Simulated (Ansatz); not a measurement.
Species: CH₄BO₂, net charge 0, doublet state. SMILES: CB(O)[O]
Structure (B3LYP-D3(BJ)/def2-TZVP (Ansatz, a program for electronic structure) minimum search):
```xyz
8

C     -1.4134    -0.2907    -0.0298
B      0.1428     0.0719    -0.0105
O      0.4027     1.3279    -0.3869
O      1.1335    -0.7972     0.3511
H     -1.7129    -0.5948     0.9770
H     -2.0506     0.5322    -0.3461
H     -1.5670    -1.1312    -0.7122
H      0.8071    -1.6667     0.5990
```
Charge 0, spin multiplicity 2.

Wanted: size of the dipole moment, in D. Terms: non-relativistic; open shells spin-unrestricted; six Cartesian d functions in 6-31G* and its kin unless marked 5d; LANL2DZ all-electron up to Ne; no dispersion term unless named; 6-311+G** with 5d; no spin-orbit coupling. First-principles rows: single points at B3LYP-D3(BJ) geometries (Ansatz).

```csv
level,program,size of the dipole moment (D)
B3LYP/STO-3G,Ansatz,2.00
B3LYP/3-21G,Ansatz,3.27
B3LYP/LANL2DZ,Ansatz,3.79
B3LYP/6-31G,Ansatz,3.62
B3LYP/6-31G*,Ansatz,3.11
B3LYP/6-31+G*,Ansatz,3.38
B3LYP/6-31G**,Ansatz,3.10
B3LYP/def2-SVP,Ansatz,3.11
B3LYP/cc-pVDZ,Ansatz,3.00
B3LYP/6-311+G**,Ansatz,3.29
```

No value to compare with is used here. The 10 habitual levels span 2.00 (B3LYP/STO-3G) to 3.79 D (B3LYP/LANL2DZ).

The sets are all those run for this method; left out are runs that failed, that the program found above a lower state of the same kind, or whose <S^2> lies over 0.5 above the pure value.
